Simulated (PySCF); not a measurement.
A side-by-side comparison of computed properties.

First species: C5H6N2S.
SMILES: `C=Cc1nnc(C)s1`

Second species: trimethylsilane, C3H10Si.
Numbering: `[CH3:1][SiH:2]([CH3:3])[CH3:4]` (hydrogens: H5, H6, H7 on C1; H8 on Si2; H9, H10, H11 on C3; H12, H13, H14 on C4)

Structure used (GFN2-xTB), in Å, numbered top down from 1:
```
atom  x, y, z in Å
C1     0.1787    1.7173   -0.5116
Si2   -0.1216    0.1246    0.4870
C3    -1.5564   -0.8565   -0.2894
C4     1.4556   -0.9411    0.4797
H5    -0.7039    2.3500   -0.5187
H6     0.4329    1.4999   -1.5456
H7     0.9938    2.2981   -0.0902
H8    -0.4650    0.4785    1.8775
H9    -1.7517   -1.7713    0.2625
H10   -1.3402   -1.1353   -1.3172
H11   -2.4741   -0.2759   -0.2952
H12    1.7454   -1.2209   -0.5295
H13    2.2918   -0.4099    0.9244
H14    1.3139   -1.8580    1.0441
```

Levels: CAM-B3LYP/def2-SVPD for dipole moment, HOMO energy, LUMO energy, HOMO–LUMO gap, static isotropic polarisability and electronic spatial extent ⟨r²⟩ about the centre of nuclear charge; TDDFT CAM-B3LYP/def2-SVPD for lowest singlet excitation; TDA CAM-B3LYP/def2-SVPD for lowest triplet excitation (Tamm–Dancoff). Geometries: GFN2-xTB. Each structure is a single optimised conformer of the isolated species, non-relativistic unless stated; the electronic structure was computed with PySCF and density fitting.

The conformers computed, where there is a choice (atom-mapped SMILES and torsion angles):
- `[CH2:1]=[CH:2][c:3]1[n:4][n:5][c:6]([CH3:7])[s:8]1`: C1–C2–C3–N4 0°

| property | column X | column Y |
| --- | --- | --- |
| dipole moment | 2.90 D | 0.42 D |
| HOMO energy | -8.36 eV | -9.91 eV |
| LUMO energy | -0.71 eV | 1.29 eV |
| HOMO–LUMO gap | 7.65 eV | 11.20 eV |
| lowest singlet excitation | 4.36 eV | 8.22 eV |
| lowest triplet excitation (Tamm–Dancoff) | 3.08 eV | 8.00 eV |
| static isotropic polarisability | 94.1 au | 64.9 au |
| electronic spatial extent ⟨r²⟩ about the centre of nuclear charge | 1182 bohr² | 501 bohr² |

Which column belongs to which species?

Column X is the first species and column Y the second. The first has 14 atoms and 66 electrons, the second 14 and 42.

How does each property change from the first species to the second?

dipole moment -2.48 D; HOMO energy -1.55 eV; LUMO energy +2.00 eV; HOMO–LUMO gap +3.55 eV; lowest singlet excitation +3.86 eV; lowest triplet excitation (Tamm–Dancoff) +4.92 eV; static isotropic polarisability -29.2 au; electronic spatial extent ⟨r²⟩ about the centre of nuclear charge -681 bohr².

On the first: The vertical singlet–triplet gap S1 − T1 is 1.28 eV (TDDFT singlet less Tamm–Dancoff triplet; S1: HOMO−1→LUMO, weight 0.95; T1: HOMO→LUMO, weight 0.91). In wavenumbers S1 is 35200 cm⁻¹ (1 eV = 8065.54 cm⁻¹).

On the second: The principal polarisabilities are 59.4, 67.6 and 67.7 au; their mean is the isotropic value. S1 lies 2.98 eV below the HOMO–LUMO gap.
